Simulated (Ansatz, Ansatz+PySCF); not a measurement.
```xyz
4

O     0.0000    0.0000   -0.1085
H     0.0000    0.0000    0.8679
O    29.9996   -0.1059   -0.0237
H    30.0032    0.8471    0.1892
```

Basis set: cc-pVDZ (spherical functions). Correlated methods keep 2 orbitals frozen. Charge 0, multiplicity 1.

Computed with Ansatz (development build ahead of 0.2.0); each method stands on the lowest determinant of its kind that the runs found. Restricted functionals stand beside restricted open-shell atoms, which can lie above the unrestricted atoms usual in DFT and then raise those values.

The atomization energy at this shape (free ground-state atoms in the same class of orbitals less the molecule, no zero-point energy) of singlet H2O2 in separate pieces:

```tsv
method	atomization energy
ωB97X (unrestricted)	8.74 eV
r²SCAN (unrestricted)	8.95 eV
PBE (unrestricted)	8.98 eV
PBE (restricted)	7.33 eV
ωB97X (restricted)	2.71 eV
PBE0 (restricted)	4.89 eV
UHF-CCSDT(Q)	8.18 eV
UHF-CCSD(T)	8.17 eV
UHF-MP2	8.13 eV
UHF	5.56 eV
RHF	-4.55 eV
r²SCAN (restricted)	6.46 eV
```

Task: What does PBE0 (unrestricted) give?

Result: 8.68 eV. Caution for ωB97X (unrestricted), r²SCAN (unrestricted), PBE0 (unrestricted), PBE (unrestricted), PBE (restricted), ωB97X (restricted), PBE0 (restricted), r²SCAN (restricted): charge can spread falsely over distant fragments. Caution for ωB97X (unrestricted), PBE0 (unrestricted), UHF-CCSDT(Q), UHF-CCSD(T), UHF-MP2, UHF: the unrestricted determinant is a mixture of spin states. Caution for r²SCAN (unrestricted), PBE (unrestricted): the unrestricted determinant is spin contaminated. Caution for PBE (restricted), ωB97X (restricted), PBE0 (restricted), RHF, r²SCAN (restricted): an unrestricted determinant lies well below. Caution for UHF-CCSDT(Q), UHF-CCSD(T), UHF-MP2: bonds are stretched, where a single reference can fail. Caution for RHF: the molecule lies well above its atoms at this level. Caution for r²SCAN (restricted): no wide search was run, a lower solution can exist.
